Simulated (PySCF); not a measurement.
Cl₂HMoNO, SMILES [NH]=[Mo](=[O])([Cl])[Cl], multiplicity 1. Geometry: PBE-D3(BJ)/def2-SVP. The spin state was assumed, not searched. The structure was generated by enumeration; whether it is a known compound was not checked. The def2 effective core potentials stand for the cores of Mo; spin–orbit coupling is left out.

Q: Give the equilibrium geometry at PBE-D3(BJ)/def2-SVP (PySCF confirms it by a frequency run) as Cartesian coordinates in Å, and its point group. (An estimate is asked for; the answer gives what the named calculation found.)

A: point group Cs.
```xyz
6

Mo     0.0344    -0.2736     0.0000
O      1.4413    -1.2027     0.0000
N     -1.3197    -1.3632     0.0000
H     -1.5919    -2.3567     0.0000
Cl    -0.0631     0.9709    -1.9106
Cl    -0.0631     0.9709     1.9106
```
Charge 0, spin multiplicity 1.
